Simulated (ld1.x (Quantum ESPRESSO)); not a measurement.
## B, TM: configuration errors across variants

```json
{
  "Element": "boron (B)",
  "Generator": "ld1.x (Quantum ESPRESSO) 7.5",
  "Type": "norm-conserving Troullier–Martins (Kleinman–Bylander form)",
  "Functional": "PBE",
  "Relativity": "scalar-relativistic",
  "Frozen core": "[He]",
  "Valence charge": "3",
  "Reference configuration": "2s2 2p0 (charge +1)",
  "Partial waves": "2s (bound): rc 1.50 bohr; 2p (bound, empty): rc 2.50 bohr; 3d channel at 0.4 Ry: rc 2.00 bohr",
  "Local potential": "all-electron potential smoothed inside 1.90 bohr (lloc = -1)",
  "Core correction": "a·sin(br)/r model core inside 1.00 bohr"
}
```

All-electron excitation energies from the reference (eV): (1) 2s2 2p1 -8.220; (2) 2s1 2p0 25.422; (3) 2s2 2p0.5 -5.332; (4) 2s2 2p1.3 -8.958; (5) 2s1 2p2 -2.369; (6) 2s0 2p3 3.501; (7) 2s1 2p1 6.141.

Errors AE − PS in meV (a dash: test not solved or not reliable):

```csv
change,(1),(2),(3),(4),(5),(6),(7),bound ghosts
base,+40,+16,+17,+48,+70,+95,+0.1,none
core correction none,+47,+26,+19,+57,+91,+132,+8.6,none
core correction a·sin(br)/r model core inside 0.70 bohr,+42,+17,+18,+51,+72,+95,-0.2,none
core correction a·sin(br)/r model core inside 0.90 bohr,+42,+28,+18,+51,+73,+97,+0.7,none
core correction a·sin(br)/r model core inside 1.02 bohr,+40,+15,+17,+48,+71,+98,+0.2,none
core correction a·sin(br)/r model core inside 1.44 bohr,+46,+24,+19,+56,+90,+131,+7.6,none
core correction a·sin(br)/r model core inside 1.56 bohr,+46,+25,+19,+56,+91,+131,+8.2,none
core correction a·sin(br)/r model core inside 1.80 bohr,+47,+26,+19,+56,+91,+132,+8.5,none
```

Give the same row for: core correction a·sin(br)/r model core inside 1.20 bohr.

+44, +19, +18, +53, +83, +123, +4.0; bound ghosts: none.
